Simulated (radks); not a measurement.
Question: Co14+, configuration [Ne] 3s2 3p1. Method: scalar-relativistic Kohn-Sham, PBEsol, spin-polarised, spherical densities, finite nucleus; open shells are filled with parallel spins first; Fermi nuclear charge, rms radius 3.7875 fm; computed with a radial shooting solver on a logarithmic mesh with Libxc functionals. Some entries of the table are withheld. Estimate them.

orbital,occ.,eigenvalue (eV),r(max) (bohr)
1s up,1,-8041.655,0.03680
1s down,1,-8040.794,0.03680
2s up,1,-1336.259,0.2123
2s down,1,-1335.462,0.2123
2p up,3,-1211.101,0.1709
2p down,3,-1210.049,0.1710
3s up,1,-463.9181,0.6111
3s down,1,-459.5557,0.6111
3p up,1,-425.6246,(1)
3p down,0,-421.3301,(2)
3d up,0,-370.1910,0.5085
3d down,0,-366.4446,0.5056
4s up,0,(3),(4)
4s down,0,(5),(6)

Answer: 
(1) 3p up r(max) (bohr): 0.5997
(2) 3p down r(max) (bohr): 0.5996
(3) 4s up eigenvalue (eV): -229.3248
(4) 4s up r(max) (bohr): 1.271
(5) 4s down eigenvalue (eV): -227.7670
(6) 4s down r(max) (bohr): 1.275
